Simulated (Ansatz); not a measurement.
`O[SiH2][GeH2][SH]` + H₂ → `[SiH3][GeH2][SH]` + H₂O  (hydrogenolysis of the Si–O bond)

Calculated with Ansatz (gas phase, PBE0-D4/def2-TZVP geometries, no zero-point term in ΔE). CBS: MP2 limit from def2 TZ/QZ plus the TZ coupled-cluster correction, frozen cores. This one scheme is used for every species. Functionals use def2-TZVPP. B3LYP here is the variant with VWN-RPA as its local correlation; programs differ in this. For Ge outer-core shells are correlated without core-valence functions, which leaves a few kJ/mol of doubt a bond. Scalar relativity is left out up to krypton. One conformer a species, not always the lowest.

Question: Is it downhill or uphill in electronic energy at CCSD(T)/CBS, and by how much? (Estimate.)

Answer: Computed: Uphill: ΔE = +55.4 kJ/mol.

Question: What do these levels give: r2SCAN-D4, PBE0-D4, ωB97M-V, PBE, r2SCAN, PBE0, B3LYP, CCSD/def2-TZVPP, CCSD(T)/def2-TZVPP, HF/def2-QZVPP, MP2/def2-QZVPP, CCSD/CBS(def2)? (Best estimate.)

Answer: Ansatz gave: r2SCAN-D4 60.8, PBE0-D4 50.5, ωB97M-V 57.9, PBE 48.9, r2SCAN 59.9, PBE0 47.6, B3LYP 54.1, CCSD/def2-TZVPP 52.3, CCSD(T)/def2-TZVPP 54.2, HF/def2-QZVPP 52.4, MP2/def2-QZVPP 61.7, CCSD/CBS(def2) 53.4 kJ/mol.

Largest T1 diagnostic among the species: 0.012.

The D4 term adds +5.1 kJ/mol with B3LYP and +2.8 kJ/mol with PBE0; it sums over pairs of atoms, weighted by their polarisabilities, and B3LYP, whose exchange is more repulsive, gets the larger term.
